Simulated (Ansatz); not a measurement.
Input file for Ansatz (a quantum-chemistry and plane-wave program): U-B97M-V/def2-TZVPP on H (SMILES [H]).

Ansatz 0.2 input:
```yaml
crystal:
  periodic: [false, false, false]
  atoms:
    - {symbol: H, position_ang: [0.00000000, 0.00000000, 0.00000000]}
basis:
  gaussian:
    orbitals: def2-TZVPP
hamiltonian:
  xc: {name: B97M-V}
magnetization: {spin_polarized: true, initial_magnetization: 1}
```

The log:

```
WARN ansatz: RAYON_NUM_THREADS=4 ignored (pool sized by the plan → 4); use --threads N
Functional definition: B97M-V
integrals: 0.00 GiB planned
59 factors; their error is unknown
mean field: 0.06 GiB planned
mean field evaluation 1: about -13.6059 eV, gradient 1.1e0 eV
mean field evaluation 2: about -13.6132 eV, gradient 1.4e-1 eV
mean field evaluation 4: about -13.6139 eV, gradient 2.3e-3 eV
mean field evaluation 8: about -13.6139 eV, gradient 7.0e-7 eV
mean field -13.61394203 eV, -0.5003031417 hartree, gradient 7.0e-7 eV, S^2 0.750000; 0 other end points of the search recorded, 0 dependent functions left out
reference -13.61397665 eV, -0.5003044141 hartree; 1, 0 occupied and 13, 14 virtual orbitals, 59 factors
Total energy: -13.61397665 eV, -0.5003044141 hartree
```

The calculation finished and met its thresholds.

Cost: about 0.27 core-seconds (a rough figure).
